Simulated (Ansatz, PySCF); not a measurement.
SnBr4, SMILES [Br][Sn]([Br])([Br])[Br].

Geometry: B3LYP-D3(BJ)/def2-SVP. The isomer is the one that the SMILES or the coordinates give; other isomers of the formula were not compared. The def2 effective core potentials stand for the cores of Sn; spin–orbit coupling is left out.

Vertical ionisation energy (IE) and electron affinity (EA) in eV. Rows of orbital energies are one-electron estimates. Where ΔSCF, EOM or ADC give a negative EA the extra electron is unbound and the value depends on the basis.

```json
[
 {"level": "−ε(HOMO), −ε(LUMO), ωB97X/def2-TZVP (PySCF)", "IE": "11.28", "EA": "1.90"},
 {"level": "−ε(HOMO), −ε(LUMO), PBE/def2-TZVP (PySCF)", "IE": "7.61", "EA": "4.58"},
 {"level": "ΔSCF, PBE0/def2-SVPD (Ansatz), final states of multiplicity 2 and 2", "IE": "(withheld)", "EA": "(withheld)"},
 {"level": "ΔSCF, PBE/def2-SVPD (Ansatz), final states of multiplicity 2 and 2", "IE": "9.98", "EA": "2.43"}
]
```

**Question.** What belongs in the gaps? (Estimate from the structure and the level; the computed values follow.)

**Answer.** 
- ΔSCF, PBE0/def2-SVPD (Ansatz, a quantum-chemistry and plane-wave program), final states of multiplicity 2 and 2, IE: 10.63
- ΔSCF, PBE0/def2-SVPD (Ansatz), final states of multiplicity 2 and 2, EA: 2.42

**Question.** What vertical singlet–triplet gap does ΔSCF give with PBE0/def2-SVPD (Ansatz) and with PBE/def2-SVPD (Ansatz)? (An estimate is asked for; the answer gives what the named calculation found.)

**Answer.** 3.57 and 2.95 eV (triplet above singlet where positive).
